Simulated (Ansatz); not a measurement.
C$_{2}$H$_{7}$BN$_{2}$Si, SMILES `N=C=CNB[SiH3]`, relaxed with RKS PBE0-D4/def2-TZVP in Ansatz 0.2.0 from a PBE-D4/def2-SVP geometry. The force threshold is 0.005 eV/Å; the program also tests the step.

The species carries charge 0 and has multiplicity 1.

Start:

```xyz
13

N     0.163    3.549   -1.360
C     0.539    2.457   -0.915
C     0.902    1.355   -0.258
N     0.068    0.243   -0.023
B     0.425   -0.966    0.604
Si   -0.955   -2.416    0.848
H     0.267    3.670   -2.385
H     1.936    1.271    0.110
H    -0.896    0.376   -0.345
H     1.580   -1.077    0.977
H    -0.556   -3.701    0.162
H    -1.173   -2.756    2.304
H    -2.299   -2.006    0.281
```

(1) By how much does the energy fall, and how many steps does the optimiser take? (Best estimate.)

(2) Which bonds change most? (Estimate.)

(3) Give the relaxed structure. (Best estimate.)

Results:

(1) Computed: 0.06 eV, in 10 steps, 1 of them rejected.

(2) The calculation gave: C2–C3 from 1.333 to 1.312 Å; B5–H10 from 1.220 to 1.199 Å; Si6–H13 from 1.515 to 1.495 Å; Si6–H12 from 1.510 to 1.491 Å.

(3) Computed: 
```xyz
13

N     0.170    3.506   -1.351
C     0.536    2.436   -0.890
C     0.896    1.348   -0.251
N     0.056    0.247   -0.023
B     0.417   -0.949    0.591
Si   -0.951   -2.401    0.840
H     0.277    3.607   -2.362
H     1.912    1.264    0.113
H    -0.894    0.383   -0.337
H     1.556   -1.055    0.951
H    -0.545   -3.661    0.153
H    -1.149   -2.731    2.280
H    -2.280   -1.996    0.286
```
